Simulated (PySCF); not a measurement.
Si(OH) (HOSi), SMILES [Si]O (connectivity only; charge and spin as stated), neutral, multiplicity 2. Atoms are numbered in the order given.

```xyz
3

Si    -0.0159     0.6751     0.0000
O      0.1158    -0.9918     0.0000
H     -0.7042    -1.5172     0.0000
```
Charge 0, spin multiplicity 2.

Coordinates come from a PBE-D3(BJ)/def2-TZVPD optimisation.

Two levels are set side by side: PBE/pcH-1 (PySCF) and PBE0/pcH-1 (PySCF). Contact hyperfine couplings, same geometry. Differences are taken from unrounded values.

| quantity | PBE0 | PBE | PBE minus PBE0 |
|---|---|---|---|
| A(iso) of 29Si, atom Si1 (MHz) | 6.5 | 24.4 | 17.9 |
| A(iso) of 17O, atom O2 (MHz) | -25.6 | -26.7 | -1.1 |
| A(iso) of 1H, atom H3 (MHz) | 54.6 | 57.9 | 3.3 |

Rough cost on one machine, each run with all the roots and properties that it gave: PBE0 against PBE within a factor of 2.
